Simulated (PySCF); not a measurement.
A PySCF script (with the pyscf-properties extension) for the NMR shieldings of `CO[C@@H]1[SiH2]C[Si@@H]1F`, C3H9FOSi2, on a GFN2-xTB geometry:

```python
import basis_set_exchange as bse
import numpy as np
from pyscf import gto, dft
from pyscf.prop import nmr

atoms = """
C     2.387442    0.668830   -0.565499
O     1.313636   -0.131279   -0.970224
C     0.438626   -0.477928    0.096015
Si   -1.102658   -1.475569   -0.516812
C    -2.183394   -0.205952    0.449657
Si   -0.686983    0.919788    0.813709
F    -0.712003    2.213186   -0.155114
H     3.007454    0.153271    0.181191
H     2.036720    1.614696   -0.132001
H     2.983546    0.873478   -1.453419
H     1.017648   -1.001785    0.872183
H    -1.256790   -1.431932   -1.966029
H    -1.177494   -2.847597   -0.006933
H    -2.975661    0.266006   -0.125431
H    -2.651933   -0.619392    1.338769
H    -0.445755    1.491122    2.128528
"""
names = dict.fromkeys(["C", "O", "Si", "F", "H"], "pcSseg-1")
basis = {el: gto.basis.parse(bse.get_basis(n, elements=[el], fmt="nwchem")) for el, n in names.items()}
mol = gto.M(atom=atoms, basis=basis, charge=0, verbose=0)
mf = dft.RKS(mol, xc="PBE0")
mf.grids.level = 2
mf.grids.alignment = dft.numint.BLKSIZE   # the property module wants whole blocks of grid points
mf.conv_tol = 1e-9
mf.kernel()

calc = nmr.RKS(mf)   # GIAO
C = mf.mo_coeff
Co = C[:, mf.mo_occ > 0]
resp = mf.gen_response(singlet=True, hermi=2)
def vind(x):   # induced exchange potential for any number of trial vectors
    d = np.einsum("pi,xij,qj->xpq", C, 2 * x.reshape(-1, C.shape[1], Co.shape[1]), Co, optimize=True)
    return np.einsum("xpq,pi,qj->xij", resp(d - d.transpose(0, 2, 1)), C, Co, optimize=True).ravel()
mo1, _ = nmr.rhf.solve_mo1(calc, with_cphf=vind)
sigma = calc.kernel(mo1)
for i, s in enumerate(sigma):   # ppm
    print("%2d %-2s %9.2f" % (i, mol.atom_pure_symbol(i), np.trace(s) / 3))
```

Q: What does it print?

A: 
```
 0 C     121.81
 1 O     320.90
 2 C     107.00
 3 Si    383.60
 4 C     185.82
 5 Si    321.91
 6 F     373.77
 7 H      28.59
 8 H      28.39
 9 H      27.79
10 H      27.84
11 H      26.90
12 H      26.91
13 H      30.87
14 H      31.28
15 H      25.72
```

These numbers come from an equivalent density-fitted implementation of the same equations, which agrees with the script to about 0.01 ppm for H and up to a few tenths of a ppm for heavy atoms, so last digits may differ.

Size and cost of the density-fitted run: 178 basis functions, 43 s wall time on 1 thread of an Arm Neoverse N1, shared host.
